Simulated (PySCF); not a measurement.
Numbering as in the mapped SMILES `[CH3:1][O:2][B:3]([CH:4]=[C:5]([CH3:6])[CH3:7])[O:8][CH3:9]`. Each H is labelled by its parent atom.

Level of theory: NMR shieldings at B3LYP/pcSseg-1/GIAO, PBE0-D3(BJ)/def2-SVP structure, in PySCF 2.14.0 with density-fitted response routines (non-relativistic, one conformer, averaged over atoms made equivalent by symmetry, fast rotation or ring inversion, isolated molecule).

**Question.** Predict the 2D correlation tables (HSQC, COSY, HMBC).

**Answer.** 

HSQC (one-bond C–H):
```
                δH            δC
      5.27 (H(C4))    120.3 (C4)
3.64 (H(C1)/H(C9))  52.8 (C1/C9)
      2.18 (H(C7))     23.1 (C7)
      1.87 (H(C6))     32.9 (C6)
```

HMBC (two and three bonds, from the bond graph):
```
          δH                                 δC
5.27 (H(C4))   172.8 (C5), 32.9 (C6), 23.1 (C7)
2.18 (H(C7))  172.8 (C5), 120.3 (C4), 32.9 (C6)
1.87 (H(C6))  172.8 (C5), 120.3 (C4), 23.1 (C7)
```

No COSY cross peaks are expected.

Referencing at the same level of theory: ¹H (σ = 31.38 ppm) and ¹³C (σ = 179.24 ppm) vs TMS.

Short H···H contacts in this conformer between protons four or more bonds apart (candidates for NOE cross peaks, intensity ∝ r⁻⁶): H(C4)···H(C6) 2.25 Å, H(C4)···H(C9) 2.42 Å, H(C6)···H(C7) 2.57 Å.

A carbon bonded to boron is broadened by the quadrupolar boron nucleus and is often missing from a measured spectrum. Shifts are as computed. Against solution values, carbons near 30 ppm lie about +2 ppm off and those near 130 ppm about +6 ppm. Of 1309 compounds with measured shifts, 239 miss one by over three times the rms of a fit or turn the order of signals round; such compounds aren't used in these exercises.
